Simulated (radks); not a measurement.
Charge is removed step by step from the 4p down level of neutral rubidium, starting from [Ar] 3d10 4s2 4p(up 3, down 3) 5s1. Calculated with a radial shooting solver on a logarithmic mesh with Libxc functionals: scalar-relativistic Kohn-Sham, LDA (Slater exchange, Perdew-Wang correlation), spin-polarised, spherical densities, point nucleus; open shells are filled with parallel spins first (spin-orbit coupling, left out, can overturn this in heavy ions).

removed (e)  E - E(0) (eV)  eigenvalue (eV)  E minus straight line (eV)
0                    0.000          -15.934                       0.000
0.25                 4.281          -18.343                      -0.949
0.5                  9.178          -20.864                      -1.282
0.75                14.718          -23.477                      -0.973
1                   20.921          -26.169                       0.000

Removing the whole electron costs 20.921 eV by Delta-SCF, against 15.934 eV from minus the eigenvalue at the starting occupation. Slater's transition state (half an electron removed) gives 20.864 eV. Integrating minus the eigenvalue over the occupation (Janak's theorem) gives 20.926 eV. In this scalar-relativistic scheme the density is built from large components alone, so the theorem holds only approximately. The mean slope of the eigenvalue, de/dn, is 10.2 eV per electron.
